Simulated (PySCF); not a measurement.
Species: SeOF2.
Bonds: Se1–O2, Se1–F3, Se1–F4.

A GFN2-xTB structure was refined with PBE0-D3(BJ)/def2-SVP geometry optimisation, gas phase in PySCF. Its GFN2-xTB values:

```json
{"coordinate": "Se1–O2", "GFN2-xTB": "1.523 Å"}
{"coordinate": "Se1–F3", "GFN2-xTB": "1.825 Å"}
{"coordinate": "Se1–F4", "GFN2-xTB": "1.825 Å"}
{"coordinate": "O2–Se1–F3", "GFN2-xTB": "102.8°"}
{"coordinate": "F3–Se1–F4", "GFN2-xTB": "90.5°"}
```

How do these coordinates change at the PBE0-D3(BJ)/def2-SVP level?

| coordinate | PBE0-D3(BJ)/def2-SVP (Å or °) | change |
| --- | --- | --- |
| Se1–F4 | 1.749 | -0.076 |
| Se1–F3 | 1.749 | -0.076 |
| Se1–O2 | 1.579 | +0.056 |
| O2–Se1–F3 | 105.3 | +2.5 |
| F3–Se1–F4 | 91.9 | +1.4 |

The energy falls by 5.8 kcal/mol over 5 energy and gradient evaluations, the largest force component goes from 0.0953 to 3.8e-04 Eh/bohr, and the atoms move by 0.048 Å rms after alignment. Among the bonds, Se1–F3 and Se1–F4 change most and about equally (-0.076 Å). Bonds longer at the end by more than 0.005 Å: 1 of 3; shorter: 2. Rotational constants go from 6073, 6051, 3969 to 6489, 6165, 4072 MHz.

The run used 74 basis functions and 37 SCF cycles in all.

No PBE0-D3(BJ)/def2-SVP frequencies stand behind this structure, so it isn't proved a minimum.
